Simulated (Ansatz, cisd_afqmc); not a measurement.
Species: SnO, charge 0, singlet. A triplet may lie lower; no result for it is given here. SnO (SMILES [O]=[Sn]).
B3LYP-D3(BJ)/def2-TZVP minimum from Ansatz (a first-principles code):
```
Sn
O 1 1.8317
```

Total energies in def2-SVP, 10 correlated electrons, 10 frozen orbitals. Open shells are spin-unrestricted; no spin-orbit coupling. Correlated methods leave the cores frozen (noble-gas shells, and filled d and f shells in the p block). Past Kr the def2 sets carry scalar-relativistic core potentials. The Monte Carlo rows (phaseless AFQMC, CISD trial, step 0.005/hartree) carry one-sigma bars that omit the constraint's bias. Outlying blocks are dropped, and bars are widened where a walk drifts. Over all cases where full CI ran beside it in this data, AFQMC minus full CI had a median of +0.1 mEh and passed +0.4 mEh in a tenth of the cases. Spin-orbit terms, left out, reach several kcal/mol for Br and I, and more for heavier atoms. The T1 diagnostic of OSn ([O]=[Sn], singlet) reaches 0.048 in the sets run. The restricted determinant of OSn ([O]=[Sn], singlet) is unstable towards broken spin symmetry in at least one set run.

```csv
method,program,energy (Eh),minus CCSDTQ (mEh)
HF,Ansatz,-288.10303,297.69
MP2,Ansatz,-288.38947,11.25
CCSD,Ansatz,-288.38110,19.62
CCSD(T),Ansatz,-288.39814,2.58
CCSDT(Q),Ansatz,-288.40177,-1.05
CCSDTQ,Ansatz,-288.40072,0.00
AFQMC/CISD,cisd_afqmc,-288.3993 ± 0.0004,1.4 ± 0.4
```

Rough core times of Ansatz's runs on a shared machine: CCSD(T) under 20 s, CCSDT(Q) under 20 s, CCSDTQ 2 min.
